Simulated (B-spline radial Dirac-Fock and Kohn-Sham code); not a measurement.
Z = 45 (rhodium), transition energy 2180 keV. The computed values come from a B-spline atomic structure program: a Dirac-Hartree-Slater potential of the neutral atom with a Latter tail (no hole, which puts coefficients of high multipoles low close above an edge), finite nucleus with surface currents. Subshells that would emit electrons below 1 keV are left out, and so is internal pair formation.

Problem. A pure transition shows α(K) = 0.000456, L1/L2 = 23.1 and L1/L3 = 67.4. What is its multipolarity?
A. E4
B. E3
C. M3
D. M2
E. M1
F. E2
G. E1
H. M4

Solution. A. For comparison, α(K), L1/L2, L1/L3 are E1 9.56e-05, 122, 52.1; E2 0.000175, 63.1, 64.4; E3 0.000290, 35.9, 69.8; M1 0.000183, 76.6, 103; M2 0.000348, 51.1, 148; M3 0.000572, 37.1, 144; M4 0.000889, 28.4, 103.
